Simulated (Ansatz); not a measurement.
Molecule: BiBr$_{2}$, charge 0, multiplicity 2. It need not be the lowest isomer of its formula. SMILES: [Br][Bi][Br]
Geometry from a B3LYP-D3(BJ)/def2-TZVP (Ansatz, a quantum-chemistry and plane-wave program) optimisation:
```xyz
3

Bi    -0.3605    -0.3057     0.6008
Br    -0.8694     1.8924    -0.7121
Br     1.7243    -1.1674    -0.7127
```
Charge 0, spin multiplicity 2.

Computed values are from Ansatz. Valence correlation only, unless marked. UHF or UKS for open shells. No spin-orbit coupling. The frozen core is the preceding noble-gas configuration, with the filled d and f shells of earlier blocks. In def2 rows, elements after Kr have scalar-relativistic effective core potentials. Basis-set limits of correlation are two-point, X^-3; Hartree-Fock from the larger set. The bracket is a focal-point correction in the basis named.

```yaml
atomisation energy De: 518.2 kJ/mol at RI-MP2/CBS(def2-TZVPPD,def2-QZVPPD)+[CCSD(T)-MP2]/def2-TZVPPD
vertical ionisation energy (to the singlet): 8.15 eV at RI-MP2/CBS(def2-TZVPPD,def2-QZVPPD)+[CCSD(T)-MP2]/def2-TZVPPD
total_energy: -5359.1297 Eh at RI-MP2/CBS(def2-TZVPPD,def2-QZVPPD)+[CCSD(T)-MP2]/def2-TZVPPD
dipole_moment: 3.45 D at CCSD(T)/def2-SVPD
T1 diagnostic: 0.015 at CCSD/def2-TZVPPD
```
